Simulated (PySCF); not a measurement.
Te(NH2)2 (H₄N₂Te), SMILES N[Te]N.

Geometry: PBE-D3(BJ)/def2-SVP. The def2 effective core potentials stand for the cores of Te; spin–orbit coupling is left out. One conformer was computed; it need not be the lowest.

Computed with TDDFT-CAM-B3LYP/def2-SVPD in PySCF 2.14.0.

Vertical excitations. Isolated molecule, no solvent. State labels are in the subgroup C2v.

Computed lowest excited states:
```tsv
state	symmetry	energy (eV)	λ (nm)	f	main pairs
S1	B2	4.03	308	0.004	HOMO→LUMO 91 %
S2	A2	4.05	306	0.000	HOMO→LUMO+1 91 %
S3	B2	5.47	227	0.081	HOMO→LUMO+2 94 %
S4	B1	5.59	222	0.093	HOMO−1→LUMO 81 %, HOMO−2→LUMO+1 12 %
S5	A1	5.66	219	0.003	HOMO−1→LUMO+1 85 %
S6	A1	6.27	198	0.017	HOMO→LUMO+3 97 %
S7	B2	6.45	192	0.071	HOMO→LUMO+4 93 %
S8	A1	6.60	188	0.021	HOMO−2→LUMO 81 %
S9	B1	6.77	183	0.000	HOMO−1→LUMO+2 84 %
S10	A2	6.78	183	0.000	HOMO→LUMO+5 88 %
T1	B2	3.21	386	0	HOMO→LUMO 82 %
T2	A2	3.47	357	0	HOMO→LUMO+1 86 %, HOMO→LUMO+5 13 %
T3	B1	4.53	274	0	HOMO−1→LUMO 82 %
T4	A1	5.22	237	0	HOMO−1→LUMO+1 76 %
```
Triplets are in the Tamm–Dancoff approximation, which puts them higher than full response would, so one can lie above its singlet here.
